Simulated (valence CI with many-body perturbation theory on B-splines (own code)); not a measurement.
## Tl50+: calculated level list

Method: configuration interaction combined with many-body perturbation theory (CI+MBPT): three valence electrons over a frozen Dirac-Fock core [Ar] 3d10, radial functions for each j: 9 s, 9 p, 8 d, 6 f, 3 g, 1 h, with the one-electron correlation potential Σ1 (screened to all orders), the two-electron term Σ2, the three-electron term Σ3, Breit, model QED; selected single and double excitations, second order for the rest, scaled by the run's own slope (own B-spline code, finite nucleus).

The last digits are not significant, and no measured levels were compared; by estimate large intervals hold to a few tenths of a per cent, small ones and those within an open d or f shell to about a per cent.

Levels 1 to 36 of 36, with energies above the lowest level, (4s^2 4p1/2) J=1/2. "Leading %" is the weight of the configuration and term that name the level; weights of strongly mixed levels are sums over their largest components and can fall short, so below about 35 % the name and the second component can differ from the true leading terms, or belong to a minority configuration. In the jj column 3d3/2^4 stands for four electrons in 3d with j = 3/2. Lifetimes count E1, E2, E3, M1 and M2 decay at the calculated energies, and are blank where another channel may lead or the interval is too uncertain; long ones can be off by a factor of two.

```csv
No.,Configuration,Term,J,E (× 10³ cm⁻¹),Leading %,Second component,Leading jj,Lifetime
1,4s2.4p,2P°,1/2,0.00,100,,4s^2 4p1/2 (100 %),
2,4s.4p2,4P,1/2,930.40,54,30 % 4s.4p2 2S,4s 4p1/2^2 (99 %),23.1 ps
3,4s2.4p,2P°,3/2,1283.8,99,,4s^2 4p3/2 (99 %),34.4 ns
4,4s.4p2,4P,3/2,2088.3,90,8 % 4s.4p2 2D,4s 4p1/2 4p3/2 (99 %),93.3 ps
5,4s.4p2,2D,5/2,2167.1,61,39 % 4s.4p2 4P,4s 4p1/2 4p3/2 (98 %),52.1 ps
6,4s.4p2,2D,3/2,2276.0,61,33 % 4s.4p2 2P,4s 4p1/2 4p3/2 (95 %),1.27 ps
7,4s.4p2,2P,1/2,2295.2,70,29 % 4s.4p2 4P,4s 4p1/2 4p3/2 (98 %),700 fs
8,4s2.4d,2D,3/2,2788.4,95,,4s^2 4d3/2 (95 %),445 fs
9,4s2.4d,2D,5/2,3038.9,95,4 % 4s.4p2 4P,4s^2 4d5/2 (95 %),2.40 ps
10,4p3,2P°,3/2,3204.0,46,27 % 4p3 2D°,4p1/2^2 4p3/2 (94 %),1.56 ps
11,4s.4p2,4P,5/2,3431.6,57,39 % 4s.4p2 2D,4s 4p3/2^2 (96 %),1.97 ps
12,4s.4p.4d,4F°,3/2,3520.7,78,17 % 4s.4p.4d 2D°,4s 4p1/2 4d3/2 (98 %),11.1 ps
13,4s.4p2,2S,1/2,3577.6,68,17 % 4s.4p2 4P,4s 4p3/2^2 (99 %),1.01 ps
14,4s.4p.4d,4F°,5/2,3590.9,46,28 % 4s.4p.4d 2F°,4s 4p1/2 4d3/2 (97 %),19.5 ps
15,4s.4p2,2P,3/2,3608.5,62,30 % 4s.4p2 2D,4s 4p3/2^2 (98 %),482 fs
16,4s.4p.4d,4D°,1/2,3710.4,58,35 % 4s.4p.4d 2P°,4s 4p1/2 4d3/2 (99 %),439 fs
17,4s.4p.4d,4D°,3/2,3725.5,35,22 % 4s.4p.4d 2P°,4s 4p1/2 4d3/2 (92 %),410 fs
18,4s.4p.4d,4P°,5/2,3865.8,39,30 % 4s.4p.4d 4D°,4s 4p1/2 4d5/2 (99 %),2.07 ps
19,4s.4p.4d,4F°,7/2,3918.9,44,32 % 4s.4p.4d 2F°,4s 4p1/2 4d5/2 (97 %),2.71 ps
20,4s.4p.4d,2F°,5/2,3973.3,51,20 % 4s.4p.4d 2D°,4s 4p1/2 4d5/2 (96 %),2.44 ps
21,4s.4p.4d,2D°,3/2,3987.4,38,36 % 4s.4p.4d 2P°,4s 4p1/2 4d5/2 (89 %),1.47 ps
22,4p3,4S°,3/2,4465.2,49,45 % 4p3 2D°,4p1/2 4p3/2^2 (94 %),503 fs
23,4p3,2D°,5/2,4472.9,90,7 % 4s.4p.4d 2F°,4p1/2 4p3/2^2 (90 %),774 fs
24,4p3,2P°,1/2,4538.4,94,5 % 4s.4p.4d 2P°,4p1/2 4p3/2^2 (94 %),700 fs
25,4s2.4f,2F°,5/2,4591.2,94,,4s^2 4f5/2 (94 %),3.19 ps
26,4p2.4d,2D,3/2,4604.5,40,35 % 4p2.4d 4F,4p1/2^2 4d3/2 (99 %),5.48 ps
27,4s2.4f,2F°,7/2,4675.1,93,4 % 4s.4p.4d 4F°,4s^2 4f7/2 (93 %),3.85 ps
28,4s.4p.4d,4D°,3/2,4882.1,43,37 % 4s.4p.4d 4P°,4s 4p3/2 4d3/2 (99 %),564 fs
29,4s.4p.4d,4P°,1/2,4882.8,85,13 % 4s.4p.4d 4D°,4s 4p3/2 4d3/2 (99 %),620 fs
30,4s.4p.4d,4D°,5/2,4883.6,49,21 % 4s.4p.4d 4F°,4s 4p3/2 4d3/2 (94 %),502 fs
31,4s.4p.4d,4F°,7/2,4921.9,39,29 % 4s.4p.4d 2F°,4s 4p3/2 4d3/2 (86 %),624 fs
32,4p2.4d,2D,5/2,4930.9,32,20 % 4p2.4d 4D,4p1/2^2 4d5/2 (96 %),2.18 ps
33,4s.4p.4d,2D°,3/2,5019.4,64,22 % 4s.4p.4d 4P°,4s 4p3/2 4d3/2 (85 %),371 fs
34,4s.4p.4d,4F°,9/2,5054.2,100,,4s 4p3/2 4d5/2 (100 %),55.1 ns
35,4s.4p.4d,2P°,1/2,5089.1,71,22 % 4s.4p.4d 4D°,4s 4p3/2 4d3/2 (94 %),303 fs
36,4s.4p.4d,2F°,5/2,5102.5,64,18 % 4s.4p.4d 2D°,4s 4p3/2 4d3/2 (91 %),279 fs
```

The ionisation energy to 4s2 1S_0 of the next ion comes out as 2925.9 eV (NIST: 2925 ± 4 eV (theoretical)). All 36 levels together are meant to be complete up to 5118.8 × 10³ cm⁻¹.
